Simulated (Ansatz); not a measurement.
Gas-phase electronic energies from Ansatz, PBE0-D4/def2-TZVP geometries. CBS: MP2 limit from def2 TZ/QZ plus the TZ coupled-cluster correction, frozen cores. This one scheme is used for every species. DFT in def2-TZVPP. B3LYP here is the variant with VWN-RPA as its local correlation; programs differ in this. For Ge outer-core shells are correlated without core-valence functions, which leaves a few kJ/mol of doubt a bond. Scalar relativity is left out up to krypton. One conformer a species, not always the lowest.

`C[NH][GeH]([Cl])[O]C` + CH₃SH → `C[O][GeH]([Cl])[S]C` + CH₃NH₂  (ligand exchange at a Ge–N bond)

```csv
level,ΔE (kcal/mol)
PBE-D4,-10.9
ωB97X-V,-8.2
PBE,-10.5
B3LYP,-8.7
MP2/def2-TZVPP,-8.5
SCS-MP2/def2-TZVPP,-7.8
HF/CBS(def2),-6.4
MP2/CBS(def2),-9.3
```

(1) What does CCSD(T)/CBS give? (Best estimate.)

Largest T1 diagnostic among the species: 0.011.

Answers

(1) Computed: -8.6 kcal/mol. The listed levels differ from it by -2.3, 0.4, -1.9, -0.1, 0.1, 0.8, 2.2, -0.7 kcal/mol.

In def2-TZVPP, CCSD(T) changes the Hartree–Fock value by −1.1 kcal/mol (the triples alone add −0.5 kcal/mol) and MP2 by −1.9 kcal/mol.
